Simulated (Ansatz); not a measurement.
Gas-phase electronic energies from Ansatz, PBE0-D4/def2-TZVP geometries. CBS: MP2 limit from def2 TZ/QZ plus the TZ coupled-cluster correction, frozen cores. DFT in def2-TZVPP. B3LYP here is the variant with VWN-RPA as its local correlation; programs differ in this. One conformer a species, not always the lowest.

Reaction (formal exchange of groups at a C–N bond): `C/C=N/C(=O)O` + `C[SiH2]F` → `O=C(O)C[SiH2]F` + `CC=N`

Task: Is it downhill or uphill in electronic energy at CCSD(T)/CBS, and by how much? (Best estimate.)

Result: Ansatz gave: Uphill: ΔE = +8.9 kJ/mol.

Task: What do these levels give: r2SCAN-D4, B3LYP-D4, ωB97X-V, ωB97M-V, r2SCAN, PBE0, HF/def2-TZVPP, CCSD/def2-TZVPP, HF/def2-QZVPP, MP2/def2-QZVPP, HF/CBS(def2), MP2/CBS(def2)? (Best estimate.)

Result: Ansatz gave: r2SCAN-D4 19.2, B3LYP-D4 16.3, ωB97X-V 13.8, ωB97M-V 11.9, r2SCAN 19.4, PBE0 17.6, HF/def2-TZVPP 20.3, CCSD/def2-TZVPP 9.5, HF/def2-QZVPP 20.3, MP2/def2-QZVPP 10.7, HF/CBS(def2) 20.3, MP2/CBS(def2) 10.3 kJ/mol.

Largest T1 diagnostic among the species: 0.016.

In def2-TZVPP, CCSD(T) changes the Hartree–Fock value by −10.5 kJ/mol (the triples alone add +0.3 kJ/mol) and MP2 by −9.1 kJ/mol.
